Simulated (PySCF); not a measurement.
SMILES CC(C)[Se]O[SiH3] (C3H10OSeSi), GFN2-xTB optimised geometry.

```
16

Se     1.70    -1.39     0.05
C      1.49    -2.01    -1.83
C      2.41    -3.21    -2.03
C      1.80    -0.87    -2.78
H      0.44    -2.31    -1.92
H      2.29    -3.60    -3.04
H      3.45    -2.92    -1.89
H      2.17    -4.00    -1.33
H      1.19    -0.01    -2.54
H      1.58    -1.18    -3.81
H      2.85    -0.59    -2.72
O      0.46    -0.05     0.00
Si    -1.17    -0.05     0.00
H     -1.68    -0.70    -1.21
H     -1.37     1.39     0.00
H     -1.70    -0.75     1.17
```

Density from PBE0/def2-TZVP in PySCF 2.14.0 at that geometry.

Minimum of the electron density along straight lines between bonded atoms, close to the bond critical point (lines longer than 1.1 times the sum of covalent radii, or with two minima, are not listed):

| bond | length / Å | ρ at the minimum / e bohr⁻³ | ∇²ρ there / e bohr⁻⁵ | position (fraction from the first atom) |
|---|---|---|---|---|
| Se1–C2 | 1.991 | 0.144 | ? | 0.53 |
| C2–C3 | 1.519 | 0.248 | -0.62 | 0.51 |
| C2–C4 | 1.516 | 0.252 | -0.63 | 0.51 |
| C2–H5 | 1.095 | 0.281 | -0.97 | 0.65 |
| C3–H6 | 1.089 | 0.278 | -0.95 | 0.64 |
| C3–H7 | 1.089 | 0.279 | -0.95 | 0.64 |
| C3–H8 | 1.089 | 0.279 | -0.96 | 0.64 |
| C4–H9 | 1.088 | 0.280 | -0.97 | 0.64 |
| C4–H10 | 1.089 | 0.277 | -0.94 | 0.64 |
| C4–H11 | 1.088 | 0.279 | -0.96 | 0.64 |
| Se1–O12 | 1.825 | 0.150 | 0.19 | 0.47 |
| O12–Si13 | 1.630 | 0.139 | ? | 0.59 |
| Si13–H14 | 1.468 | 0.125 | 0.18 | 0.49 |
| Si13–H15 | 1.456 | 0.128 | 0.18 | 0.49 |
| Si13–H16 | 1.462 | 0.127 | 0.18 | 0.49 |

Some entries are withheld; supply them.


- Se1–C2, ∇²ρ there / e bohr⁻⁵: -0.16
- O12–Si13, ∇²ρ there / e bohr⁻⁵: 0.89
